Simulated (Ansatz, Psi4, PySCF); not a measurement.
HF (SMILES F) and SO2 (SMILES O=S=O) are pulled apart as rigid monomers along the line of their centres of mass, from the B3LYP-D3(BJ)/def2-TZVP minimum. Starting geometry (charge 0, multiplicity 1):
| atom | x (Å) | y (Å) | z (Å) |
|---|---|---|---|
| F | 0.3508 | 0.5070 | -0.6568 |
| H | 0.0840 | 0.7241 | 0.2106 |
| O | -0.3360 | 0.6626 | 2.0092 |
| S | -0.1943 | -0.5705 | 2.7516 |
| O | -0.5351 | -0.5550 | 4.1443 |

Interaction energies with rigid monomers; basis-set methods are counterpoise corrected unless marked otherwise.

Cores are frozen in the correlated methods. Rows in 6-31G* carry no dispersion term and start afresh at each structure (6-31G* with six Cartesian d functions).

The values were computed with Ansatz (a quantum-chemistry and plane-wave program) with Gaussian orbitals; Psi4 for SAPT; PySCF for 6-31G* rows. 

| H2···O3 (Å) | HF/6-31G* (meV) | MP2/aug-cc-pV(T+d)Z (meV) | CCSD/aug-cc-pV(D+d)Z (meV) | CCSD(T)/aug-cc-pV(T+d)Z (meV) | SAPT0/jun-cc-pV(D+d)Z (meV) |
|---|---|---|---|---|---|
| 1.67 | -91.3 | -126.7 | -103.9 | -140.1 | -199.0 |
| 1.85 | -165.6 | ? | -159.9 | ? | -226.9 |
| 2.12 | -173.7 | -159.6 | -159.5 | -168.3 | -205.0 |
| 2.58 | -120.9 | -104.0 | -107.5 | -108.8 | -133.6 |
| 3.31 | -56.8 | -47.0 | -49.2 | -49.0 | -62.1 |

Question: Complete the blanks.

Answer: 
- 1.85, CCSD(T)/aug-cc-pV(T+d)Z (meV): -181.5
- 1.85, MP2/aug-cc-pV(T+d)Z (meV): -170.0
